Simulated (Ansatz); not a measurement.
Energy profile

The step: Si₂NH₇ ([NH2][SiH2][SiH3]) + H₂O → SiNH₅O ([NH2][SiH2][OH]) + SiH₄; bonds formed: Si1–O7, Si2–H6; bonds broken: Si1–Si2, H6–O7 (atoms numbered as in the saddle structure below).

Si1  (-0.523, 0.586, 0.114)
Si2  (0.303, -2.057, 0.281)
H3  (-1.857, 0.210, -0.398)
H4  (-0.359, 0.252, 1.558)
N5  (-0.177, 2.275, 0.209)
H6  (0.594, -0.584, -1.095)
O7  (0.447, 0.434, -1.476)
H8  (1.349, -2.105, 1.351)
H9  (-0.996, -2.357, 0.963)
H10  (0.574, -3.237, -0.607)
H11  (-0.323, 2.910, -0.560)
H12  (-0.306, 2.737, 1.094)
H13  (1.274, 0.937, -1.435)
(Å)

Electronic energies by CCSD(T) at an estimated basis limit (MP2 extrapolated from triple and quadruple zeta, plus CCSD(T) − MP2 in triple zeta), on PBE0-D4/def2-TZVP structures; Si2NH9O, singlet; no counterpoise correction. Program: Ansatz 0.2.0. Basis: def2-TZVPP and def2-QZVPP. Cores are frozen in the correlated methods. Extrapolation: Hartree–Fock as exp(−7.88 √X), correlation as X^−2.97.

(1) Give the profile in eV, counted from the separated reactants. (Judge from chemistry; the value comes from the calculation.)

No T1 diagnostic of these runs exceeds 0.013.

Answers

(1) The calculation gives:
| point | eV |
| --- | --- |
| separated: Si2NH7 (linked as [NH2][SiH2][SiH3]; Si1, Si2, H3, H4, N5, H8, H9, H10, H11, H12; singlet) + H2O (H6, O7, H13; singlet) | 0.000 |
| start structure | -0.233 |
| saddle | 1.556 |
| end structure | -1.209 |
| separated: SiNH5O (linked as [NH2][SiH2][OH]; Si1, H3, H4, N5, O7, H11, H12, H13; singlet) + SiH4 (Si2, H6, H8, H9, H10; singlet) | -1.164 |

For scale, one of the runs: CCSD(T)/def2-TZVPP, 272 basis functions, launched by `ansatz run in.yaml --threads 8 --pin off --events-out ev --progress --plain --max-ram 19148MiB`. Hardware: 8 CPU threads of an Arm Neoverse V2, shared host. Wall time 91 s; peak host memory 6.9 GiB.
